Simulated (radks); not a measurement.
Polarisability of the titanium ion Ti+, [Ar] 3d2 4s1, at imaginary frequency. Method: non-relativistic Kohn-Sham, PBE, spin-polarised, spherical densities, point nucleus; open shells are filled with parallel spins first; computed with a radial shooting solver on a logarithmic mesh with Libxc functionals. Response by self-consistent Sternheimer equations with the Hartree and adiabatic LDA kernel.

w (hartree)  alpha1(iw) (bohr^3)
0.00266                    45.26
0.0143                     44.93
0.0360                     43.19
0.0697                     38.45
0.118                      30.34
0.186                      21.17
0.280                      13.68
0.413                      8.663
0.605                      5.541
0.892                      3.562
1.35                       2.212
2.12                       1.237
3.59                      0.5695
6.94                      0.1951
17.5                     0.04137

Static values: alpha1 = 45.27 bohr^3 (6.709 angstrom^3; uncoupled 62.08). C6 = 282.6, triple-dipole C9 = 9010 atomic units. One-pole (London) frequency 4 C6 / (3 alpha1^2) = 0.184 hartree, against 0.399 for minus the highest occupied eigenvalue.
